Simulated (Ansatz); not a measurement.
Mulliken charges of `Cl[SiH](Cl)[GeH3]` from PBE/def2-TZVPP in Ansatz (PBE0-D4/def2-TZVP geometry).

```json
{"atom": "Cl1", "x (Å)": "1.525", "y (Å)": "-1.984", "z (Å)": "0.818", "charge (e)": "-0.195"}
{"atom": "Si2", "x (Å)": "1.095", "y (Å)": "-0.040", "z (Å)": "0.326", "charge (e)": "0.393"}
{"atom": "Cl3", "x (Å)": "2.243", "y (Å)": "0.517", "z (Å)": "-1.281", "charge (e)": "-0.195"}
{"atom": "Ge4", "x (Å)": "-1.202", "y (Å)": "0.135", "z (Å)": "-0.253", "charge (e)": "0.022"}
{"atom": "H5", "x (Å)": "1.509", "y (Å)": "0.802", "z (Å)": "1.471", "charge (e)": "-0.049"}
{"atom": "H6", "x (Å)": "-1.527", "y (Å)": "1.586", "z (Å)": "-0.635", "charge (e)": "0.006"}
{"atom": "H7", "x (Å)": "-1.482", "y (Å)": "-0.789", "z (Å)": "-1.445", "charge (e)": "0.012"}
{"atom": "H8", "x (Å)": "-2.069", "y (Å)": "-0.285", "z (Å)": "0.943", "charge (e)": "0.006"}
```

Task: By hand: the dipole of these point charges (1 e Å = 4.8032 D).

Result: Σ q r = (-0.444, 0.232, 0.125) e Å, of length 0.516 e Å = 2.48 D.

Task: How does the dipole of the full density compare? (An estimate is asked.)

Result: Ansatz gave: (-0.226, 0.132, 0.081) e Å, 1.32 D; the point charges give 1.88 times that, at 4° from its direction.

Point charges leave out the atoms' own dipoles, such as those of lone pairs, and Mulliken's split depends on the basis, so the two needn't agree.
